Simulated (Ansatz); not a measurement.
`N[Si](N)(F)F`, charge 0, multiplicity 1.

Problem. Give a relaxed structure at PBE0-D4/def2-TZVP (the Gaussian-basis code of Ansatz). (An estimate is asked.)

Solution. The calculation gave: 
Cartesian coordinates in Å:
```
N -0.3004 1.4137 0.1470
Si -0.4355 -0.2417 -0.1306
N 1.0562 -0.9942 0.0797
F -1.6154 -0.7219 0.8229
F -0.9156 -0.6829 -1.5822
H 0.4134 1.9652 -0.2966
H -1.0908 1.9638 0.4369
H 1.6111 -0.8416 0.9039
H 1.2771 -1.8604 -0.3810
```
Point group C2.
This is one stationary point; other conformers may exist.
